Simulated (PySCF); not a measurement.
Gas-phase reaction: 2 GeHCl + 2 H = 2 GeH2 + Cl2

Computed with PySCF and rigid-rotor harmonic-oscillator thermochemistry at 1 bar. † marks an energy on the PBE0/def2-TZVP geometry and frequencies; other levels use their own. CCSD(T) freezes the core. 6-31G* has spherical d functions here. Open shells (unrestricted): H (multiplicity 2); the rest are closed-shell singlets. Ge: all electrons, no relativistic terms. GeHCl, GeH2: computed as isolated molecules; such fragments, hydroxides, amides, oligomers or adducts are transient or little studied in the gas. CCSD(T) isn't extrapolated to the basis-set limit.

CCSD(T)/def2-SVP† gives ΔH°(298 K) = -18 kJ.

Problem. What do HF/6-31G*, PBE0/def2-TZVP, ωB97X-V/def2-TZVP† give?

Solution. HF/6-31G*: 84 kJ; PBE0/def2-TZVP: -12 kJ; ωB97X-V/def2-TZVP†: -28 kJ. For scale, ΔH°(298 K) is -18 kJ at this level, -29 kJ at ωB97M-V/def2-TZVP†, and runs from -103 to 84 kJ over the 20 levels computed.
